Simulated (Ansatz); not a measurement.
Ideal-gas functions of `[OH][W]([F])([Cl])([Cl])([Cl])[Cl]` at 500 K and 1 bar, from an Ansatz frequency run at PBE0-D4/def2-TZVP.

Molar mass 361.66 g/mol, point group Cs (symmetry number 1), electronic degeneracy 1, moments of inertia 486.711, 598.87, 635.675 u Å². Harmonic wavenumbers (cm⁻¹, unscaled): 89, 95, 99, 165, 168, 189, 215, 227, 296, 339, 368, 373, 409, 410, 575, 631, 748, 3857.

Use S(trans) = R[1.5 ln M + 2.5 ln T − 1.1517]; rotational temperatures θ = 24.2544 K / I; S(rot) = R[ln(√π/σ · √(T³/θAθBθC)) + 1.5]; for each mode x = 1.438777 ν̃/T, S = R[x/(eˣ − 1) − ln(1 − e⁻ˣ)] and H = RT x/(eˣ − 1); 1 cm⁻¹ = 0.0119627 kJ/mol; R = 8.31446 J/(mol·K).

By hand: the entropy, in J/(mol·K).

Translation 193.1. Rotation: θ = 0.0498, 0.0405, 0.0382 K, giving 134.1. Vibration, mode by mode: 19.66, 19.12, 18.78, 14.59, 14.44, 13.48, 12.44, 12.00, 9.90, 8.84, 8.22, 8.11, 7.42, 7.41, 5.02, 4.41, 3.38, 0.00, in all 187.2. Electronic 0.0. Sum 514.4 J/(mol·K).

By hand: H − E and G − E in kJ/mol, counted from the electronic energy.

Zero-point energy ½ × 9253 × 0.0119627 = 55.3; thermal vibration 44.8; translation, rotation and pV give 4 RT = 16.6. H − E = 116.7 kJ/mol, and G − E = 116.7 − 500 × 514.4/1000 = -140.5 kJ/mol.

Vibration gives 36 % of the entropy, 57.6 J/(mol·K) of it from the modes under 150 cm⁻¹: soft modes count most, and the harmonic formula is weakest for them. The sum counts one conformer and one mirror image; others add a mixing term.
